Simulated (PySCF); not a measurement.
Zr: excitation energy

Zr [Kr] 4d2 5s2 (3F) → Zr [Kr] 4d1 5s2 5p1 (high-spin determinant), as a difference of total energies. Computed with PySCF 2.14 in dyall-av2z (22s15p11d2f, 136 functions), with the non-relativistic Hamiltonian (point nucleus). Correlated levels: valence: [Kr] frozen; virtual orbitals above 40 to 60 times the deepest correlated orbital energy dropped. The calculations carry no spin-orbit coupling.

```
           method  excitation energy (cm⁻¹)
              UHF                     26117
              LDA                     30128
              PBE                     29800
             PBE0                     29274
           r2SCAN                     31379
           revPBE                     29771
          r2SCAN0                     30522
    MP2 (valence)                     26666
SCS-MP2 (valence)                     26023
```

A first-order spin-orbit estimate (lowest level to lowest level, LS coupling) adds -0.015 eV.

The determinant of the upper state mixes LS terms, which raises its energy above the lowest term, most at the Hartree-Fock and MP2 levels.
